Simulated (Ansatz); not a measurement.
`O[SiH2]O[SiH](F)F` + `CO[SiH2]S` → `CO[SiH2]S[SiH](F)F` + `O[SiH2]O`  (ligand exchange at the Si–O bond)

Gas-phase electronic energies from Ansatz, PBE0-D4/def2-TZVP geometries. CCSD(T)/CBS is the MP2 limit (def2-TZVPP, def2-QZVPP) plus CCSD(T) − MP2 in def2-TZVPP, frozen cores. This one scheme is used for every species. DFT in def2-TZVPP. B3LYP here is the variant with VWN-RPA as its local correlation; programs differ in this. One conformer a species, not always the lowest.

`O[SiH2]O[SiH](F)F`:

```xyz
10

O     0.016   -0.673   -2.258
Si   -0.795    0.156   -1.108
O     0.135    0.383    0.225
Si    0.676   -0.024    1.676
F     0.282    1.102    2.713
F    -0.017   -1.361    2.163
H     0.697   -0.222   -2.759
H    -1.161    1.510   -1.584
H    -1.963   -0.673   -0.756
H     2.130   -0.198    1.687
```

`CO[SiH2]S`:

Z-matrix (Å, degrees):
```
C
O 1 1.410
H 1 1.091 2 108.1
H 1 1.096 2 111.7 3 119.3
H 1 1.095 2 111.3 3 -119.1
Si 2 1.639 1 122.6 3 -170.3
S 6 2.120 2 109.8 1 171.1
H 6 1.488 2 108.6 1 49.0
H 6 1.485 2 111.9 1 -72.6
H 7 1.344 6 94.3 2 -69.2
```

`CO[SiH2]S[SiH](F)F`:

Cartesian coordinates in Å:
```
C -0.938 1.311 1.104
O -0.830 -0.028 0.664
Si -1.155 -0.559 -0.850
S 0.402 -1.925 -1.389
Si 1.919 -0.960 -0.289
F 1.923 0.605 -0.568
F 3.295 -1.531 -0.831
H -0.731 2.019 0.296
H -0.210 1.467 1.901
H -1.940 1.502 1.499
H -2.416 -1.332 -0.925
H -1.199 0.602 -1.774
H 1.880 -1.171 1.163
```

`O[SiH2]O`:

Cartesian coordinates in Å:
```
O 1.036 -0.947 -0.365
Si -0.081 0.256 -0.339
O -0.862 0.393 1.098
H 1.804 -0.855 0.201
H 0.548 1.584 -0.528
H -1.014 -0.101 -1.433
H -1.431 -0.330 1.366
```

Is it downhill or uphill in electronic energy at CCSD(T)/CBS, and by how much? (Best estimate.)

The calculation gave: Uphill: ΔE = +66.5 kJ/mol.

What do these levels give: r2SCAN-D4, B3LYP-D4, PBE0, SCS-MP2/def2-TZVPP, MP2/def2-QZVPP, MP2/CBS(def2)? (Estimate.)

Computed: r2SCAN-D4 61.1, B3LYP-D4 66.3, PBE0 60.4, SCS-MP2/def2-TZVPP 71.8, MP2/def2-QZVPP 64.1, MP2/CBS(def2) 61.7 kJ/mol.

Largest T1 diagnostic among the species: 0.012.

From PBE to PBE0 (25 % exact exchange), in def2-TZVPP and without D4, ΔE moves by +6.2 kJ/mol. The D4 term adds −9.4 kJ/mol with B3LYP and −5.1 kJ/mol with PBE0; it sums over pairs of atoms, weighted by their polarisabilities, and B3LYP, whose exchange is more repulsive, gets the larger term. In def2-TZVPP, CCSD(T) changes the Hartree–Fock value by −26.3 kJ/mol (the triples alone add −5.4 kJ/mol) and MP2 by −31.1 kJ/mol.
